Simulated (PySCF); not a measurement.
Isomers of C4H14Si2, one GFN2-xTB conformer each. Single-point energies are computed at PBE0/pcSseg-1 (PySCF, gas phase, no added dispersion term), electronic only.

Question: Rank them by PBE0/pcSseg-1 energy, lowest first (kcal/mol).
A. `[CH3:1][SiH2:2][SiH2:3][CH:4]([CH3:5])[CH3:6]` with C1–Si2–Si3–C4 59°, Si2–Si3–C4–C5 180°
B. `[CH3:1][CH:2]([CH3:3])[SiH2:4][CH2:5][SiH3:6]` with C1–C2–Si4–C5 62°, C2–Si4–C5–Si6 180°
C. `[CH3:1][CH2:2][Si@H:3]([CH3:4])[CH2:5][SiH3:6]` with C1–C2–Si3–C4 180°, C2–Si3–C5–Si6 177°
D. `[CH3:1][CH2:2][C@H:3]([SiH3:4])[SiH2:5][CH3:6]` with C1–C2–C3–Si4 -171°, C2–C3–Si5–C6 50°

Answer: C (0.0), A (9.3), B (10.2), D (11.0).

Neighbours under 2.5 kcal/mol apart (C[SiH2][SiH2]C(C)C and CC(C)[SiH2]C[SiH3]; CC(C)[SiH2]C[SiH3] and CC[C@H]([SiH3])[SiH2]C) can change places with a better method, another conformer or zero-point energy. GFN2-xTB itself gives, in the same order: 5.0, 5.4, 0.0, 0.0. GFN2-xTB puts CC[C@H]([SiH3])[SiH2]C lowest instead; measured from each level's own lowest isomer, the values differ by up to 11.0 kcal/mol (CC[C@H]([SiH3])[SiH2]C: 0.0 against 11.0).

Question: Which frontier levels, dipoles and rotational constants go with these structures?

Answer: 
| SMILES | HOMO (eV, PBE0/pcSseg-1) | LUMO (eV) | dipole (D) | A, B, C (MHz) |
| --- | --- | --- | --- | --- |
| CC[Si@H](C)C[SiH3] | -7.96 | 0.82 | 0.93 | 3199, 1145, 903.7 |
| C[SiH2][SiH2]C(C)C | -7.84 | 0.21 | 0.98 | 3595, 1087, 1011 |
| CC(C)[SiH2]C[SiH3] | -7.88 | 0.61 | 1.05 | 4483, 912.7, 898.8 |
| CC[C@H]([SiH3])[SiH2]C | -8.03 | 0.71 | 0.84 | 2077, 1748, 1167 |
